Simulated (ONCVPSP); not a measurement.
**What one change does to a pseudopotential (thallium (Tl), ONCV)**

ONCVPSP 4.0.1 input, shortened (lines: element, Z, core and valence counts, functional; n l f; lmax; l rc ep ncon nbas qcut; lloc lpopt rc5 dvloc0; l nproj debl; icmod fcfact rcfact), PBEsol, scalar-relativistic:

```
  Tl 81.00   10    5  -116133      upf
    1    0    2.00
    2    0    2.00
    2    1    6.00
    3    0    2.00
    3    1    6.00
    3    2   10.00
    4    0    2.00
    4    1    6.00
    4    2   10.00
    4    3   14.00
    5    0    2.00
    5    1    6.00
    5    2   10.00
    6    0    1.00
    6    1    2.00
    2
    0    1.40    0.00    4    9   11.40
    1    2.00    0.00    5    9    7.10
    2    1.40    0.00    3    7    7.80
    2    5    1.40    0.00
    0    2    1.50
    1    2    3.80
    2    0    1.20
    1    0.15    0.00
```

Change: all radii but the core radius scaled by about 1.14 (s 1.60, p 2.28, d 1.60 bohr).

Cutoffs: the cutoffs (Ha) at which the residual kinetic energy of the hardest occupied pseudo-wave falls to 1 and 0.1 mHa per electron; they do not see the model core or the augmentation charge, which bear on the density cutoff. Errors are all-electron minus pseudo energies relative to the spin-unpolarised reference configuration.

Problem. Predict the effect on cutoff, ghosts and configuration errors.

Solution. The potential gets softer (40 Ha and 46 Ha → 36 Ha and 43 Ha); of the 4 tests that both files solve, the error grows in 0 and shrinks in 1 by more than 15 % and 0.3 meV (median size 1.2 → 1.2 meV); neither file shows a bound ghost. A larger radius leaves more room for a smooth pseudo-wave, so fewer plane waves are needed.

```tsv
quantity	base	changed
cutoff, loose	40 Ha	36 Ha
cutoff, tight	46 Ha	43 Ha
loose cutoff by channel	s 40 Ha, p 18 Ha, d 23 Ha	s 36 Ha, p 17 Ha, d 23 Ha
bound ghosts	none	none
GHOST(+) flags under 300 eV	none	none
error for 5s2 5p6 5d10 6s2 6p1, meV [ΔE -7.45 eV]	+1.4	+1.1
error for 5s2 5p6 5d10 6s2 6p0, meV [ΔE -2.30 eV]	-1.1	-1.3
error for 5s2 5p6 5d10 6s1 6p0, meV [ΔE 18.54 eV]	-9.0	-9.0
error for 5s2 5p6 5d10 6s2 6p0.5, meV [ΔE -5.60 eV]	+0.6	+0.2
rms error of d²Exc/dni dnj with the model core, mHa	0.36	0.37
```
